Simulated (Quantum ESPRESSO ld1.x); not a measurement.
The numbers below are computed, except where a source is named.
Initial-state core-level shifts of the barium ion Ba+ when its valence configuration changes from [Xe] 6s1. Code: ld1.x of Quantum ESPRESSO 7.5. Model: scalar-relativistic Kohn-Sham, LDA (Slater exchange, Perdew-Wang correlation), spin-polarised, spherical densities, point nucleus; open shells are filled with parallel spins first. Shifts are changes of the shell-averaged eigenvalues in eV (positive: less bound).

\begin{tabular}{lrrrr}
valence & 2s & 2p & 4s & 5s \\ \hline
4f1 & +3.368 & +3.320 & +3.665 & +1.967 \\
6s0.5 6p0.5 & -0.557 & -0.556 & -0.556 & -0.538 \\
5d1 & +1.895 & +1.889 & +1.860 & +1.782 \\
6p1 & -1.107 & -1.105 & -1.106 & -1.069 \\
\end{tabular}
